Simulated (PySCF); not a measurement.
Simulation results for BClH3NSi, BH6NSi2

Calculation on a computer-drawn molecule: the log of a Hartree-Fock and frozen-core CCSD(T) single point meant for a local Hartree-Fock minimum, with one planted fault or none, to be diagnosed. Offsets are logged minus clean, where the clean run is the same molecule without the fault. The reference is restricted for singlets and unrestricted otherwise, and also for a bond in bohr or an excited solution. Adding or removing an electron swaps singlet and doublet. The excited solution moves the top pair (singlet) or top alpha electron (doublet) to the lowest empty orbital. Highest occupied and lowest empty are orbital energies over both spins, largest force is the largest gradient component, triples share is (T) over the correlation energy, the T1 limit is 0.02 restricted and 0.045 unrestricted, electrons count all cores, a negative frequency is imaginary (commonest isotopes), and the dipole is about the centre of nuclear charge. Program: PySCF 2.14.0.

Common to all runs: meant charge 0; meant multiplicity 1; meant basis cc-pV(D+d)Z; logged electrons 46; logged SCF converged yes; logged CC converged yes; logged SCF stable within its kind yes; possible faults no fault, one electron removed, one electron added, multiplicity raised by two, geometry at a saddle point, SCF held on an excited solution, minimal basis STO-3G, one bond length entered in bohr, all coordinates scaled.

```json
{"entry": 1, "formula": "BClH3NSi", "logged_structure": {"atoms_angstrom": [["Si", -0.6453, -0.462, -0.6554], ["N", -0.4088, 0.7118, 0.3347], ["B", -0.1889, 1.7491, 1.2105], ["Cl", 1.4816, 2.1699, 1.7393], ["H", -0.6702, -0.2994, -2.1147], ["H", -0.8809, -1.8474, -0.229], ["H", -1.063, 2.4238, 1.6685]]}, "given": {"logged_basis_functions": 89, "logged_spin_squared": 2.0318, "logged_highest_occupied [eV]": -6.975, "logged_lowest_empty [eV]": -0.66232, "logged_largest_force [hartree/bohr]": 0.13558, "logged_T1_diagnostic": 0.020183, "logged_D1_diagnostic": 0.095144, "logged_triples_share": 0.027428, "logged_dipole_magnitude [debye]": 1.1806, "logged_energy_HF [hartree]": -829.27549, "logged_energy_CCSD(T) [hartree]": -829.76955, "drawn_bonds_atom": [1, 2, 3, 1, 1, 3], "drawn_bonds_other_atom": [2, 3, 4, 5, 6, 7], "drawn_bonds_order": [2, 1, 1, 1, 1, 1]}, "results": {"planted_fault": "multiplicity raised by two", "HF_energy_offset_from_clean_run [kcal/mol]": 61.62, "CCSD(T)_energy_offset_from_clean_run [kcal/mol]": 86.17}}
{"entry": 2, "formula": "BClH3NSi", "logged_structure": {"atoms_angstrom": [["Si", 1.4035, 0.017, 0.0], ["N", -0.0626, 0.5876, 0.0], ["B", -1.3388, 0.0071, 0.0], ["Cl", -2.8054, 1.0439, 0.0], ["H", 2.5626, 0.9165, 0.0], ["H", 1.8155, -1.4007, 0.0], ["H", -1.5749, -1.1714, 0.0]]}, "given": {"logged_basis_functions": 89, "logged_spin_squared": 0.0, "logged_highest_occupied [eV]": -10.586, "logged_lowest_empty [eV]": 0.62863, "logged_largest_force [hartree/bohr]": 5.2077e-05, "logged_lowest_frequency [cm^-1]": -134.16, "logged_T1_diagnostic": 0.016342, "logged_D1_diagnostic": 0.051059, "logged_triples_share": 0.032117, "logged_dipole_magnitude [debye]": 5.8036, "logged_energy_HF [hartree]": -829.36132, "logged_energy_CCSD(T) [hartree]": -829.89164, "drawn_bonds_atom": [1, 2, 3, 1, 1, 3], "drawn_bonds_other_atom": [2, 3, 4, 5, 6, 7], "drawn_bonds_order": [2, 1, 1, 1, 1, 1]}, "results": {"planted_fault": "geometry at a saddle point", "HF_energy_offset_from_clean_run [kcal/mol]": 7.755, "CCSD(T)_energy_offset_from_clean_run [kcal/mol]": 9.563}}
{"entry": 3, "formula": "BH6NSi2", "logged_structure": {"atoms_angstrom": [["Si", -0.8009, 0.7448, -3.3062], ["N", 0.0777, 1.2253, -2.1124], ["B", 0.8676, 1.6268, -1.0535], ["Si", 2.2037, 0.3395, -0.1738], ["H", -0.3857, 0.8608, -4.71], ["H", -2.1248, 0.1322, -3.1368], ["H", 0.7744, 2.7567, -0.6332], ["H", 3.5936, 0.867, -0.2618], ["H", 1.9006, 0.1586, 1.2731], ["H", 2.1935, -1.0077, -0.8067]]}, "given": {"logged_basis_functions": 104, "logged_spin_squared": 0.0, "logged_highest_occupied [eV]": -9.0952, "logged_lowest_empty [eV]": 1.4449, "logged_largest_force [hartree/bohr]": 2.753e-05, "logged_lowest_frequency [cm^-1]": 52.365, "logged_T1_diagnostic": 0.0197, "logged_D1_diagnostic": 0.065872, "logged_triples_share": 0.033883, "logged_dipole_magnitude [debye]": 4.1236, "logged_energy_HF [hartree]": -660.48438, "logged_energy_CCSD(T) [hartree]": -661.00546, "drawn_bonds_atom": [1, 2, 3, 1, 1, 3, 4, 4, 4], "drawn_bonds_other_atom": [2, 3, 4, 5, 6, 7, 8, 9, 10], "drawn_bonds_order": [2, 1, 1, 1, 1, 1, 1, 1, 1]}, "results": {"planted_fault": "no fault", "HF_energy_offset_from_clean_run [kcal/mol]": 0.0, "CCSD(T)_energy_offset_from_clean_run [kcal/mol]": 0.0}}
```
